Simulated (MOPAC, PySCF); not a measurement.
Cl4Ge, SMILES `[Cl][Ge]([Cl])([Cl])[Cl]`, neutral singlet in the gas phase. 

Cartesian coordinates (Å):
SMILES: [Cl][Ge]([Cl])([Cl])[Cl]
```xyz
5

Cl    -1.1206    -0.8929     1.5865
Ge    -0.0001     0.0001     0.0000
Cl     1.8729     0.6995     0.7567
Cl    -1.0996     1.6441    -0.8121
Cl     0.3474    -1.4508    -1.5311
```
Charge 0, multiplicity 1.

All levels are single points at this geometry (PBE-D3(BJ)/def2-TZVP); Pople sets use spherical d functions. Orbital energies aren't observables, and empty levels follow the basis.

| level | HOMO (eV) | LUMO (eV) | gap (eV) | dipole (D) | vertical IE, Delta-SCF (eV) |
|---|---|---|---|---|---|
| PBE-D3(BJ)/def2-TZVP in PySCF | -8.21 | -3.48 | 4.73 | 0.00 | – |
| B3LYP/3-21G in PySCF | -9.76 | -3.46 | 6.30 | 0.00 | – |
| B3LYP/6-31G* in PySCF | -9.35 | -2.95 | 6.40 | 0.00 | 11.48 |
| BP86/6-31G* in PySCF | -8.30 | -3.74 | 4.56 | 0.00 | – |
| HF/3-21G in PySCF | -13.71 | 0.36 | 14.07 | 0.00 | – |
| PM6 in MOPAC | -12.02 | -2.44 | 9.58 | 0.00 | – |
